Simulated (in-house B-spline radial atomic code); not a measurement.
# The molybdenum ion Mo⁷⁺: [Ar] 3d10 4s2 4p5

Level of theory: non-relativistic TPSSh, spin-polarised, spherical fractional occupations, exact exchange averaged over the configuration, point nucleus; calculated with a B-spline radial code for spherical atoms.

Effective charges: Z_r = [3n² - l(l+1)]/(2<r>) from the radius, Z_e = n√(-2ε) from the energy, and Slater's rules. Values are occupation-weighted means over spin.

| shell | electrons | ε (eV) | <r> (bohr) | Z_r | Z_e | Slater |
| --- | --- | --- | --- | --- | --- | --- |
| 1s | 2 | -19488 | 0.03629 | 41.34 | 37.85 | 41.70 |
| 2s | 2 | -2810.2 | 0.1585 | 37.85 | 28.74 | 37.85 |
| 2p | 6 | -2594.6 | 0.136 | 36.76 | 27.62 | 37.85 |
| 3s | 2 | -571.43 | 0.4391 | 30.74 | 19.44 | 30.75 |
| 3p | 6 | -488.2 | 0.4343 | 28.78 | 17.97 | 30.75 |
| 3d | 10 | -336.73 | 0.4126 | 25.45 | 14.92 | 20.85 |
| 4s | 2 | -162.48 | 1.072 | 22.39 | 13.82 | 14.60 |
| 4p | 5 | -136.85 | 1.137 | 20.23 | 12.69 | 14.60 |

The least bound orbital is 4p down at -135.9 eV, and it is also the most diffuse (<r> = 1.138 bohr).

The density falls to 0.001 bohr⁻³ at 2.496 bohr; Σ<r²> = 13.877 bohr² gives, by the non-relativistic formula and without the paramagnetism of open shells, a Langevin diamagnetic susceptibility of -10.99×10⁻⁶ cm³/mol.
